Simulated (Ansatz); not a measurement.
The first iterations of a band of C2H4AlN (8 atoms, charge 0, multiplicity 1).

The calculation used RKS PBE-D4/def2-SVP in Ansatz 0.2.0.

```json
{
 "movable images": "9",
 "climbing image": "yes",
 "spring": "5.0 eV/Å²",
 "optimiser": "quadratic models (default)",
 "start path": "through a guess of the saddle point",
 "force threshold": "0.05 eV/Å",
 "iteration limit": "60",
 "end points": "relaxed"
}
```

Image 0:

```xyz
8
Properties=species:S:1:pos:R:3
C -0.217 2.096 0.371
C -0.075 0.794 0.137
N 0.055 -0.395 -0.077
Al 0.245 -2.149 -0.392
H -0.551 2.770 -0.430
H -0.003 2.507 1.369
H -0.093 -2.642 -1.865
H 0.732 -3.038 0.832
```

Image 10:

```xyz
8
Properties=species:S:1:pos:R:3
C -0.242 1.777 0.227
C -0.257 0.495 -0.064
N -0.103 -0.715 -0.359
Al 1.566 -2.083 -0.384
H 0.095 2.515 -0.521
H -0.586 2.144 1.207
H -0.936 -1.186 -0.756
H 0.555 -3.006 0.595
```

| iteration | highest image above the first end (eV) | largest band force component (eV/Å) |
| --- | --- | --- |
| 1 | 10.241 | 28.143 |
| 2 | 3.442 | 10.572 |
| 3 | 2.974 | 6.446 |
| 4 | 2.712 | 2.273 |
| 5 | 2.569 | 1.408 |
| 6 | 2.475 | 2.783 |
| 7 | 2.432 | 0.662 |

Problem. Does the band converge within its limit, and where does its top end?

Solution. It converged. It ended after 21 iterations with the highest image 2.618 eV above the first end. A vibrational analysis at the climbing image gives one clearly imaginary mode, 1208i cm⁻¹: a first-order saddle point. The orbitals stay closed-shell, which can raise the energy where a bond breaks towards radicals; this wasn't checked here.

The run took 10 min on 1 thread of Arm Neoverse N1, on a shared host, peak memory 0.12 GiB.
